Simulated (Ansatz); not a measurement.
Cost and result for the atomization energy of CH$_{6}$O$_{2}$Si$_{2}$, SMILES `O[SiH2][SiH]1CO1` (11 atoms, 11 bonds).

Cartesian coordinates in Å:
```
O 0.323 -1.018 1.835
Si 1.257 0.157 1.153
Si 0.248 0.437 -0.934
C -1.556 0.221 -0.991
O -0.695 -0.944 -1.177
H -0.141 -1.572 1.198
H 2.681 -0.258 1.010
H 1.211 1.366 2.013
H 0.951 0.956 -2.134
H -2.160 0.175 -0.087
H -2.119 0.479 -1.885
```

The species carries charge 0 and has multiplicity 1. All single points use the PBE0-D4/def2-TZVP geometry. It is one conformer, not always the lowest. Program: Ansatz. All runs use 4 threads of an Arm Neoverse V1 on a shared host. Times are those of one run each, without the atoms' runs, and a repeat can differ threefold. Electronic energies, without spin–orbit coupling; frozen cores. CCSD(T)/CBS adds CCSD(T) − MP2 in def2-TZVPP to the MP2 limit, and its time is that of the two runs behind it. T1 = 0.014. B3LYP takes the VWN-RPA correlation (the form of Gaussian; ORCA's B3LYP/G).

CCSD(T)/CBS is a level of theory with its own doubt, some kJ/mol a heavy atom from the limit and from the frozen cores, so smaller differences don't rank the functionals.

| level | functions | wall time |
| --- | --- | --- |
| PBE-D4/def2-TZVPP (with forces) | 261 | 2.8 s |
| PBE0-D4/def2-TZVPP | 261 | 3.5 s |
| r2SCAN-D4/def2-TZVPP (with forces) | 261 | 5.5 s |
| B3LYP-D4/def2-TZVPP (with forces) | 261 | 5.5 s |
| B2PLYP/def2-TZVPP | 261 | 6.5 s |
| ωB97X-V/def2-TZVPP | 261 | 9 s |
| ωB97M-V/def2-TZVPP (with forces) | 261 | 13 s |
| MP2/def2-QZVPP | 491 | 23 s |
| CCSD(T)/def2-TZVPP | 261 | 2.7 min |
| CCSD(T)/CBS(def2) | – | 3.1 min |

Problem. What atomization energy does each give, and how far from CCSD(T)/CBS? (Best estimate.)

Solution. Computed: 
| level | atomization (kcal/mol) | difference from CCSD(T)/CBS | per bond |
| --- | --- | --- | --- |
| PBE-D4/def2-TZVPP (with forces) | 947.4 | 10.8 | 1.0 |
| PBE0-D4/def2-TZVPP | 927.6 | -9.0 | -0.8 |
| r2SCAN-D4/def2-TZVPP (with forces) | 937.4 | 0.8 | 0.1 |
| B3LYP-D4/def2-TZVPP (with forces) | 930.3 | -6.3 | -0.6 |
| B2PLYP/def2-TZVPP | 921.2 | -15.4 | -1.4 |
| ωB97X-V/def2-TZVPP | 939.4 | 2.8 | 0.3 |
| ωB97M-V/def2-TZVPP (with forces) | 936.0 | -0.6 | -0.1 |
| MP2/def2-QZVPP | 942.0 | 5.4 | 0.5 |
| CCSD(T)/def2-TZVPP | 907.8 | -28.8 | -2.6 |
| CCSD(T)/CBS(def2) | 936.6 | 0.0 | 0.0 |

In def2-TZVPP, CCSD(T) changes the Hartree–Fock value by +249.4 kcal/mol (the triples alone add +15.3 kcal/mol) and MP2 by +266.3 kcal/mol; breaking electron pairs costs correlation energy, which Hartree–Fock lacks. From PBE to PBE0 (25 % exact exchange), in def2-TZVPP and without D4, the atomization energy moves by −18.9 kcal/mol: exact exchange takes away binding that semilocal exchange gives to molecules. The D4 term adds +9.3 kcal/mol with B3LYP and +4.9 kcal/mol with PBE0; it sums over pairs of atoms, weighted by their polarisabilities, and B3LYP, whose exchange is more repulsive, gets the larger term.
